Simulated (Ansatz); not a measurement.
Input and output for ZnMe(NH2) (CH₅NZn).

```yaml
crystal:
  periodic: [false, false, false]
  atoms:
    - {symbol: Zn, position_ang: [0.000416, -0.021080, -0.298586]}
    - {symbol: C, position_ang: [-0.009904, -0.011735, 1.618616]}
    - {symbol: H, position_ang: [0.051271, 1.004913, 2.013406]}
    - {symbol: H, position_ang: [0.837118, -0.580259, 2.011367]}
    - {symbol: H, position_ang: [-0.925351, -0.469741, 2.001586]}
    - {symbol: N, position_ang: [0.012245, -0.180051, -2.108859]}
    - {symbol: H, position_ang: [0.834115, 0.128693, -2.611323]}
    - {symbol: H, position_ang: [-0.799911, 0.129260, -2.626208]}
basis:
  gaussian: {orbitals: cc-pVDZ}
hamiltonian: {xc: {name: B97}}
output: {forces: true}
```

```sh
$ ansatz run in.yaml --threads 4 --pin off --events-out ev --progress --plain --max-ram 3916MiB
```

Output, abridged:

```
Functional definition: B97
962 factors; integrals over basis functions are off by at most 1.1e-3 eV
mean field evaluation 1: about -51013.8691 eV, gradient 7.9e1 eV
mean field evaluation 2: about -50985.5807 eV, gradient 1.4e2 eV
mean field evaluation 4: about -51026.0641 eV, gradient 8.3e0 eV
mean field evaluation 8: about -51026.3524 eV, gradient 3.0e-1 eV
mean field evaluation 16: about -51026.3525 eV, gradient 5.2e-5 eV
mean field -51026.35248609 eV, -1875.1838669598 hartree, gradient 5.2e-5 eV, S^2 0.000000; 0 other end points of the search recorded, 0 dependent functions left out
reference -51026.35251478 eV, -1875.1838680143 hartree; 24, 24 occupied and 72, 72 virtual orbitals, 962 factors
Total energy: -51026.35251478 eV, -1875.1838680143 hartree
Atom 0 at     0.000416    -0.021080    -0.298586 Å, force    -0.001940     0.006258    -0.133062 eV/Å
Atom 1 at    -0.009904    -0.011735     1.618616 Å, force     0.009414     0.004794    -0.093762 eV/Å
Atom 2 at     0.051271     1.004913     2.013406 Å, force     0.020832     0.366443     0.146707 eV/Å
Atom 3 at     0.837118    -0.580259     2.011367 Å, force     0.299168    -0.204290     0.167042 eV/Å
Atom 4 at    -0.925351    -0.469741     2.001586 Å, force    -0.331725    -0.167783     0.164855 eV/Å
Atom 5 at     0.012245    -0.180051    -2.108859 Å, force     0.005883    -0.284957     0.254539 eV/Å
Atom 6 at     0.834115     0.128693    -2.611323 Å, force     0.307760     0.138159    -0.252034 eV/Å
Atom 7 at    -0.799911     0.129260    -2.626208 Å, force    -0.309391     0.141375    -0.254285 eV/Å
Dipole moment:     0.000499     0.178627    -0.039484 e Å
```

It took 6 s on 4 threads of Intel Xeon on a shared host.
